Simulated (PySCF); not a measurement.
**Bond curve of GaI**

Set-up: PySCF, scalar-relativistic core potentials, basis sets Ga cc-pVTZ-PP with ECP10, I cc-pVTZ-PP with ECP28. Energies in eV from Ga + I in their ground configurations at the same level. State: ¹Σ⁺ (singlet), closed shell.

| R (Å) | PBE0 |
| --- | --- |
| 2.237 | -2.997 |
| 2.341 | -3.434 |
| 2.445 | -3.671 |
| 2.523 | -3.753 |
| 2.601 | -3.776 |
| 2.679 | -3.753 |
| 2.783 | -3.672 |
| 2.913 | -3.514 |
| 3.069 | -3.277 |
| 3.277 | -2.927 |

Put a parabola through the three lowest points of the PBE0 curve and estimate Re, k and ωe (reduced mass 44.67 u; 1 eV/Å² = 0.16022 mdyn/Å; ωe = 1302.8·√(k/μ) cm⁻¹).

Through R = 2.523, 2.601, 2.679 Å the second-order coefficient is 3.78 eV/Å², so Re ≈ 2.601 Å, k ≈ 1.21 mdyn/Å and ωe ≈ 215 cm⁻¹. A polynomial fit of higher order to the unrounded PBE0 energies gives Re = 2.597 Å, k = 1.20 mdyn/Å, ωe = 214 cm⁻¹; anharmonicity and rounding make the difference.

The higher-order fit for each curve: PBE0: Re = 2.597 Å, ωe = 214 cm⁻¹, De = 3.78 eV.

These are scalar-relativistic numbers at best; spin–orbit coupling would shift them, the dissociation energy most.
